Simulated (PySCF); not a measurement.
# One molecule, several mistakes: Al2BFH4

Calculated results; nothing here was measured. They come from PySCF 2.14.0, an open-source quantum chemistry program, on an isolated molecule that a program drew, which may never have been made. The molecule is Al2BFH4 (charge 0, singlet), drawn as the SMILES string `F[B]([AlH2])[AlH2]`.

Each row is a Hartree-Fock (HF) and frozen-core CCSD(T) single point in the cc-pV(D+d)Z basis, meant for a local HF minimum. Run 1 is clean. Each other run has one planted mistake out of seven kinds, and not every kind appears here: one electron removed, one electron added, multiplicity raised by two, geometry at a saddle point, minimal basis STO-3G, one bond length entered in bohr, all coordinates scaled. The reference is restricted for singlets and unrestricted otherwise, and also for a bond in bohr. Adding or removing an electron swaps singlet and doublet. Electrons count all cores. HOMO and LUMO are orbital energies over both spins, the gradient is its largest component, and the lowest frequency (negative if imaginary) is given only where the gradient is small. Bond lengths are over the 7 bonds as drawn. T1 is the CCSD diagnostic: over 0.02 (restricted) or 0.045 (unrestricted) a single reference is doubtful.

Geometry of the clean run:
```xyz
8
Al2BFH4, angstrom
F     1.1577    4.2472    1.2340
B     1.2992    2.8995    1.1562
Al    3.0956    2.0868    2.1161
Al   -0.3014    1.8472    0.0887
H     4.5372    2.2717    1.4773
H     2.9805    1.2174    3.4415
H    -1.7423    1.6558    0.7271
H    -0.0252    1.1764   -1.3254
```

```
run,electrons,basis functions,<S^2>,HOMO (eV),LUMO (eV),gradient (hartree/bohr),lowest frequency (cm^-1),mean bond (Å),longest bond (Å),T1,HF (hartree),CCSD(T) (hartree),mistake
1,44,94,0.000,-8.77,0.45,2.7e-05,38,1.7281,2.193,0.0159,-610.27195,-610.72256,no fault
2,44,94,2.030,-6.83,-0.32,1.0e-02,-,1.7281,2.193,0.0228,-610.20339,-610.64770,multiplicity raised by two
3,44,32,0.000,-5.34,7.87,4.0e-02,-,1.7281,2.193,0.0177,-602.73354,-602.89965,minimal basis STO-3G
4,43,94,0.775,-16.31,-6.56,8.1e-02,-,1.7281,2.193,0.0216,-609.99200,-610.42522,?
```

**Which mistake was planted in run 4, and what did it cost?**

It counts 43 electrons, one fewer than the clean run, at the same geometry and basis. So the mistake is: one electron removed. Subtracting run 1 and multiplying by 627.51 kcal/mol a hartree, the energy moved by 175.7 kcal/mol in HF and 186.6 kcal/mol in CCSD(T).

